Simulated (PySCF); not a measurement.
C6H11NOSi.
Numbering: `[CH3:1][C:2](=[O:3])[NH:4][C@@H:5]1[CH:6]=[CH:7][CH2:8][SiH2:9]1` (hydrogens: H10, H11, H12 on C1; H13 on N4; H14 on C5; H15 on C6; H16 on C7; H17, H18 on C8; H19, H20 on Si9)

The same species was optimised twice, with GFN2-xTB and with PBE0-D3(BJ)/def2-SVP (PySCF), and the same property calculations (PySCF, gas phase) were run on both structures.

| coordinate | GFN2-xTB | PBE0-D3(BJ)/def2-SVP | change |
| --- | --- | --- | --- |
| C2–N4 (Å) | 1.329 | 1.349 | +0.020 |
| C6=C7 (Å) | 1.324 | 1.342 | +0.018 |
| C8–Si9 (Å) | 1.933 | 1.920 | -0.013 |
| C5–C6 (Å) | 1.493 | 1.504 | +0.011 |
| C7–C8 (Å) | 1.494 | 1.502 | +0.008 |
| C2=O3 (Å) | 1.230 | 1.226 | -0.004 |
| C1–C2 (Å) | 1.508 | 1.504 | -0.004 |
| C5–Si9 (Å) | 1.929 | 1.928 | -0.001 |
| N4–C5 (Å) | 1.444 | 1.444 | 0.000 |
| N4–C5–Si9 (°) | 110.9 | 114.0 | +3.1 |
| C6–C5–Si9 (°) | 104.3 | 101.5 | -2.8 |
| C5–Si9–C8 (°) | 88.3 | 91.1 | +2.8 |
| C7–C8–Si9 (°) | 103.9 | 101.7 | -2.2 |
| C2–N4–C5 (°) | 118.6 | 120.4 | +1.8 |
| C5–C6–C7 (°) | 116.6 | 117.6 | +1.0 |
| C1–C2–O3 (°) | 122.2 | 121.7 | -0.5 |
| N4–C5–C6 (°) | 114.1 | 114.5 | +0.4 |
| C1–C2–N4–C5 (°) | 180 | 177 | -3 |
| C2–N4–C5–C6 (°) | 140 | 142 | +2 |

Rotational constants: A = 3097, B = 977.5, C = 787.9 MHz (GFN2-xTB) against A = 3144, B = 925.0, C = 752.1 MHz (PBE0-D3(BJ)/def2-SVP). Point groups within 0.08 Å: C1 and C1.

On the GFN2-xTB structure: HOMO (eV) -6.86 [PBE0/pcSseg-1]; LUMO (eV) 0.37 [PBE0/pcSseg-1]; dipole (D) 3.82 [PBE0/pcSseg-1]; GIAO shielding of C1 (ppm) 163.7 [PBE0/pcSseg-1]; GIAO shielding of C2 (ppm) 13.1 [PBE0/pcSseg-1]; GIAO shielding of O3 (ppm) -52.2 [PBE0/pcSseg-1]; GIAO shielding of N4 (ppm) 121.9 [PBE0/pcSseg-1]; GIAO shielding of C5 (ppm) 142.8 [PBE0/pcSseg-1]; GIAO shielding of C6 (ppm) 51.8 [PBE0/pcSseg-1]; GIAO shielding of C7 (ppm) 42.5 [PBE0/pcSseg-1]; GIAO shielding of C8 (ppm) 165.1 [PBE0/pcSseg-1].

Q: What do these properties become on the PBE0-D3(BJ)/def2-SVP structure?

A: 
| property | level | on GFN2-xTB | on PBE0-D3(BJ)/def2-SVP | change |
| --- | --- | --- | --- | --- |
| HOMO (eV) | PBE0/pcSseg-1 | -6.86 | -6.92 | -0.06 |
| LUMO (eV) | PBE0/pcSseg-1 | 0.37 | 0.28 | -0.09 |
| dipole (D) | PBE0/pcSseg-1 | 3.82 | 3.58 | -0.24 |
| energy, GFN2-xTB geometry as zero (kcal/mol) | PBE0/pcSseg-1 | 0.0 | -2.9 | -2.9 |
| GIAO shielding of C1 (ppm) | PBE0/pcSseg-1 | 163.7 | 161.6 | -2.1 |
| GIAO shielding of C2 (ppm) | PBE0/pcSseg-1 | 13.1 | 12.3 | -0.8 |
| GIAO shielding of O3 (ppm) | PBE0/pcSseg-1 | -52.2 | -58.6 | -6.4 |
| GIAO shielding of N4 (ppm) | PBE0/pcSseg-1 | 121.9 | 120.8 | -1.1 |
| GIAO shielding of C5 (ppm) | PBE0/pcSseg-1 | 142.8 | 142.9 | +0.1 |
| GIAO shielding of C6 (ppm) | PBE0/pcSseg-1 | 51.8 | 45.7 | -6.1 |
| GIAO shielding of C7 (ppm) | PBE0/pcSseg-1 | 42.5 | 40.7 | -1.8 |
| GIAO shielding of C8 (ppm) | PBE0/pcSseg-1 | 165.1 | 165.7 | +0.6 |

The heavy atoms differ by 0.077 Å rms after alignment. Among the bonds compared C2–N4 changes most (+0.020 Å). Changes are differences of the printed values. Neither structure is proved a minimum here.
